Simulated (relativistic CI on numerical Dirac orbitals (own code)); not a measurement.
What each ingredient does to the levels of Nd LVIII

Base calculation: Dirac-Coulomb-Breit CI, separate exchange-only KLI orbitals for each configuration, a model potential for QED, unscaled Slater integrals.

Configurations in the expansion (outside the closed core 1s2): 2s, 2p, 3s, 3p, 3d, 4s, 4p, 4d, 4f, 5s, 5p, 5d, 5f, 5g. Levels of other configurations are missing.

The lowest level and the first level of each name with at least 55 % of one term (blank where a level has no safe partner in the second run):

```csv
Level,Base (eV),Shift (eV)
2s ²S1/2,0.0,0.0
2p ²P°1/2,139.6,+0.2
2p ²P°3/2,729.8,+0.2
3s ²S1/2,6952.1,-0.1
3p ²P°1/2,6990.3,-0.1
3p ²P°3/2,7165.9,-0.1
3d ²D3/2,7177.1,-0.1
3d ²D5/2,7229.4,-0.1
4s ²S1/2,9344.9,-0.1
4p ²P°1/2,9360.5,-0.1
4p ²P°3/2,9434.3,-0.1
4d ²D3/2,9439.0,-0.1
4d ²D5/2,9461.1,-0.1
4f ²F°5/2,9461.4,-0.1
4f ²F°7/2,9472.2,-0.1
5s ²S1/2,10438.6,-0.1
5p ²P°1/2,10446.4,-0.1
5p ²P°3/2,10484.0,-0.1
5d ²D3/2,10486.4,-0.1
5d ²D5/2,10497.8,-0.1
5f ²F°5/2,10497.9,-0.1
5g ²G7/2,10503.5,-0.1
```

At this charge energies of transitions that change n are usually good to better than 1 %, and those within a shell (Δn = 0) to a few per cent.

Q: One thing was changed in a second run, which moved the levels as shown. Which?
A. QED terms removed
B. Breit term removed
C. one mean potential for all configurations
D. configuration mixing switched off

A: C. One mean potential for all configurations. One potential for all configurations removes the relaxation of the orbitals, which moves whole configurations and changes the integrals a little.
